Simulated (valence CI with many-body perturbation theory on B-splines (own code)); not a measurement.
Sensitivity of CI+MBPT for Xe49+

Computed by relativistic CI+MBPT: three valence electrons over a frozen Dirac-Fock core [He], a basis of 6 s, 6 p, 5 d, 3 f, 1 g functions for each j, with the one-electron correlation potential Σ1, the two-electron term Σ2, the three-electron term Σ3, Breit, model QED; selected CI, second order for the rest, scaled by the run's own slope (own B-spline code, finite nucleus).

No measured spectrum was set against this ion. As an estimate, large intervals hold to a few tenths of a per cent, small ones and those within an open d or f shell to about a per cent.

The reference run has the lowest level (2s^2 2p1/2) J=1/2 and an ionisation energy of 9238.17 eV. Its largest variational space holds 3766 state functions.

Levels are named by their leading jj configuration (3d3/2^4 stands for four electrons in 3d with j = 3/2), which in mixed levels can hold well under half, so a name can repeat and another be missing. Letters in brackets count levels of one name in rising energy.

Changed runs:
A. selection threshold (hartree) 2e-08 → 1e-06
B. core polarisation of operators on → off
C. orbitals per symmetry with explicit Σ2 and valence Breit (the others get mean screening factors) 5 → 7
D. start configuration 2s2 2p1 → 2s3 (bad on purpose)

Excitation energies of the reference run in cm⁻¹, and shifts in cm⁻¹:

```csv
Level,Reference,A,B,C
(2s 2p1/2^2) J=1/2,1317590,0,0,-18
(2s^2 2p3/2) J=3/2,2890000,0,0,+3.8
(2s 2p1/2 2p3/2) J=3/2 [a],3809160,-0.1,0,+14
(2s 2p1/2 2p3/2) J=5/2,4064980,-0.2,0,+29
(2s 2p1/2 2p3/2) J=3/2 [b],4469110,-0.1,0,+8.3
(2s 2p1/2 2p3/2) J=1/2,4471080,0,0,+1.3
(2p1/2^2 2p3/2) J=3/2,5879690,0,0,-33
(2s 2p3/2^2) J=5/2,6845620,-0.1,0,+18
(2s 2p3/2^2) J=1/2,7440450,0,0,-59
(2s 2p3/2^2) J=3/2,7448980,0,0,-1.1
(2p1/2 2p3/2^2) J=3/2,8513630,-0.1,0,-1.1
(2p1/2 2p3/2^2) J=5/2,8672380,-0.2,0,+25
Ionisation energy (eV),9238.17,0,0,+0.0042
```

No effect on these energies: B.

Run D: It gave no result: a shell was given more electrons than it holds. The program said: "a valence shell holds more than 4l+2 electrons".
